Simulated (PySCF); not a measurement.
Two species compared at the same levels of theory.

First species: C6H12N2.
SMILES with atom numbers: `[CH2:1]=[CH:2][CH2:3][N:4]([NH2:5])[CH:6]1[CH2:7][CH2:8]1` (hydrogens: H9, H10 on C1; H11 on C2; H12, H13 on C3; H14, H15 on N5; H16 on C6; H17, H18 on C7; H19, H20 on C8)

Second species: C6H12N2.
InChI=1S/C6H12N2/c1-4-7-8(5-1)6-2-3-6/h6-7H,1-5H2

Levels: PBE0/pcSseg-1 for HOMO energy, LUMO energy and HOMO–LUMO gap. Geometries: GFN2-xTB. Each structure is a single optimised conformer of the isolated species, non-relativistic unless stated. Electronic properties by PySCF.

The conformers computed, where there is a choice (atom-mapped SMILES and torsion angles):
- `[CH2:1]=[CH:2][CH2:3][N:4]([NH2:5])[CH:6]1[CH2:7][CH2:8]1`: C1–C2–C3–N4 137°, C2–C3–N4–N5 65°, C3–N4–C6–C7 152°, H–N5–N4–C3 78°, H–N5–N4–C3 -163°

The conformers of `C1CNN(C2CC2)C1` aren't listed.

Values for the first species:

* HOMO energy: -6.46 eV
* LUMO energy: 0.65 eV
* HOMO–LUMO gap: 7.11 eV

**Question.** Estimate the same properties for the second species, and the change in each.

**Answer.** 
```json
{"property": "HOMO energy", "first": "-6.46 eV", "second": "-5.67 eV", "second less first": "+0.79 eV"}
{"property": "LUMO energy", "first": "0.65 eV", "second": "1.28 eV", "second less first": "+0.63 eV"}
{"property": "HOMO–LUMO gap", "first": "7.11 eV", "second": "6.95 eV", "second less first": "-0.16 eV"}
```

